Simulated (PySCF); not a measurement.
## Two-component Hartree-Fock for Sc⁺ (scandium, charge +1)

Start: [Ar] 3d1 4s1; 3d3/2 filled at m_j = +3/2; 4s1/2 filled at m_j = -1/2. Calculated with PySCF 2.14 in x2c-SVPall-2c: generalised Hartree-Fock with the X2C-1e Hamiltonian and a Gaussian nucleus; one run each with spin-orbit coupling (SO) switched off, then screened by Boettger's factors.

```json
{"spinor shell": "1s1/2", "electrons": "2", "ε, spin-free (eV)": "-4544.1", "ε, screened SO (eV)": "-4544.1", "weight of nominal j (screened SO)": "1.000", "rms radius, screened SO (bohr)": "0.0845"}
{"spinor shell": "2s1/2", "electrons": "2", "ε, spin-free (eV)": "-530.60", "ε, screened SO (eV)": "-530.59", "weight of nominal j (screened SO)": "1.000", "rms radius, screened SO (bohr)": "0.370"}
{"spinor shell": "2p1/2", "electrons": "2", "ε, spin-free (eV)": "-433.52", "ε, screened SO (eV)": "-436.78", "weight of nominal j (screened SO)": "0.998", "rms radius, screened SO (bohr)": "0.338"}
{"spinor shell": "2p3/2", "electrons": "4", "ε, spin-free (eV)": "-433.52", "ε, screened SO (eV)": "-431.89", "weight of nominal j (screened SO)": "0.999", "rms radius, screened SO (bohr)": "0.340"}
{"spinor shell": "3s1/2", "electrons": "2", "ε, spin-free (eV)": "-77.443", "ε, screened SO (eV)": "-77.437", "weight of nominal j (screened SO)": "1.000", "rms radius, screened SO (bohr)": "1.15"}
{"spinor shell": "3p1/2", "electrons": "2", "ε, spin-free (eV)": "-49.863", "ε, screened SO (eV)": "-50.710", "weight of nominal j (screened SO)": "0.657", "rms radius, screened SO (bohr)": "1.27"}
{"spinor shell": "3p3/2", "electrons": "4", "ε, spin-free (eV)": "-49.863", "ε, screened SO (eV)": "-49.433", "weight of nominal j (screened SO)": "0.828", "rms radius, screened SO (bohr)": "1.27"}
{"spinor shell": "3d3/2", "electrons": "1", "ε, spin-free (eV)": "-16.336", "ε, screened SO (eV)": "-16.349", "weight of nominal j (screened SO)": "0.832", "rms radius, screened SO (bohr)": "1.86"}
{"spinor shell": "4s1/2", "electrons": "1", "ε, spin-free (eV)": "-12.242", "ε, screened SO (eV)": "-12.241", "weight of nominal j (screened SO)": "1.000", "rms radius, screened SO (bohr)": "3.75"}
```

| quantity | spin-free | screened SO |
| --- | --- | --- |
| E (hartree) | -762.98316 | -762.98575 |
| M_J | 1 | 1 |
| ⟨J²⟩ | 4.006 | 3.846 |
| ⟨L²⟩ | 6.005 | 6.005 |
| ⟨S²⟩ | 2.001 | 1.999 |

The determinant has a definite M_J but mixes levels of different J.

Each row is a mean over spinors that exchange with the open shell spreads, by up to 4.427 eV (3p1/2).

Rows whose weight is well below 1 are mixtures of j = l ± 1/2: exchange outweighs spin-orbit coupling there, and the label is only the starting occupation.

Without spin-orbit coupling the j labels of p, d and f shells carry no meaning; the spin-free column gives the mean over the occupied spinors of each nl shell, and its ⟨J²⟩ belongs to a mixture of degenerate components.
